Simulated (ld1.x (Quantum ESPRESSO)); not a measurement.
Configuration tests for Ce (Z = 58) (TM semilocal)

```json
{"Element": "cerium (Ce)", "Generator": "ld1.x (Quantum ESPRESSO) 7.5", "Type": "norm-conserving Troullier–Martins (semilocal form)", "Functional": "PBEsol", "Relativity": "scalar-relativistic", "Frozen core": "[Kr] 4d10 5s2", "Valence charge": "10", "Reference configuration": "4f1 5p6 5d1 6s1.5 6p0 (charge +0.5)", "Partial waves": "5p (bound): rc 1.55 bohr; 5d (bound): rc 2.15 bohr; 4f (bound): rc 1.50 bohr; 6s (bound): rc 3.70 bohr", "Local potential": "the s channel", "Core correction": "a·sin(br)/r model core inside 0.75 bohr"}
```

Energies are relative to the spin-unpolarised reference configuration 4f1 5p6 5d1 6s1.5 6p0; without spin polarisation the order of configurations can differ from experiment. Not all tests gave a result: 1 of 7 tests not solved or not reliable. Left out of the table: 4f1 5p6 5d0 6s2 6p1 (solver errors, printed error -29.9 eV).

(1) Give the all-electron excitation energy and the error of the potential for: 4f1 5p6 5d1 6s2 6p0; 4f1 5p6 5d1 6s1 6p0; 4f1 5p6 5d1 6s0 6p0; 4f1 5p6 5d2 6s0 6p0; 4f1 5p6 5d0 6s0 6p0; 4f0 5p6 5d1 6s2 6p0.

Levels in the configuration 4f1 5p6 5d1 6s2 6p0:

```
level  all-electron (eV)  pseudo (eV)
   4f             -5.423       -5.481
   5p            -23.225      -23.255
   5d             -3.073       -3.084
   6s             -3.770       -3.770
```

Results:

(1)

| valence configuration | charge | ΔE all-electron (eV) | error AE − PS (meV) |
| --- | --- | --- | --- |
| 4f1 5p6 5d1 6s2 6p0 | 0 | -2.457 | +0.6 |
| 4f1 5p6 5d1 6s1 6p0 | +1 | 3.646 | -0.8 |
| 4f1 5p6 5d1 6s0 6p0 | +2 | 14.683 | -11 |
| 4f1 5p6 5d2 6s0 6p0 | +1 | 3.798 | -45 |
| 4f1 5p6 5d0 6s0 6p0 | +3 | 33.820 | +22 |
| 4f0 5p6 5d1 6s2 6p0 | +1 | 10.027 | -487 |

These tests converged, but a pseudo level misses the all-electron one widely, so the file describes the atom poorly there or has found another state: 4f1 5p6 5d1 6s0 6p0: empty 6p by 6.9 eV; 4f1 5p6 5d0 6s0 6p0: empty 6p by 11.2 eV; 4f0 5p6 5d1 6s2 6p0: empty 6p by 4.5 eV.
